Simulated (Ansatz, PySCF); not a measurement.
Here is a job for Ansatz (a quantum-chemistry and plane-wave program).
Ansatz 0.2 input:
```yaml
crystal:
  periodic: [false, false, false]
  atoms:
    - {symbol: Cl, position_ang: [2.22611663, 0.55357703, 0.15462765]}
    - {symbol: C, position_ang: [0.96945753, -0.61913108, -0.06209815]}
    - {symbol: C, position_ang: [-0.26929125, -0.35778945, 0.36819423]}
    - {symbol: Cl, position_ang: [-1.12701225, 1.49269630, -0.33717137]}
    - {symbol: Cl, position_ang: [-1.42499971, -1.61107533, 0.10439553]}
    - {symbol: H, position_ang: [1.33922314, -1.53684296, -0.50805756]}
basis:
  gaussian:
    orbitals: STO-3G
total_charge: -1
magnetization: {spin_polarized: true, initial_magnetization: 1}
correlation: {method: mp2, electrons: outside_noble_gas}
accuracy: high
```

Question: Write the same job for PySCF.

Answer: Several could match; the one computed here: 
```python
from pyscf import gto, scf, mp

mol = gto.Mole()
mol.atom = '''
    Cl    2.22611663    0.55357703    0.15462765
    C     0.96945753   -0.61913108   -0.06209815
    C    -0.26929125   -0.35778945    0.36819423
    Cl   -1.12701225    1.49269630   -0.33717137
    Cl   -1.42499971   -1.61107533    0.10439553
    H     1.33922314   -1.53684296   -0.50805756
'''
mol.basis = 'sto-3g'
mol.charge = -1
mol.spin = 1
mol.verbose = 3
mol.build()

mf = scf.UHF(mol)
mf.kernel()

pt = mp.MP2(mf, frozen=17)
pt.kernel()
print('E(MP2) = %.10f' % pt.e_tot)
```

Both were run: Ansatz gave -1439.068064 Eh and PySCF -1439.068063 Eh, 0.000 mEh apart.
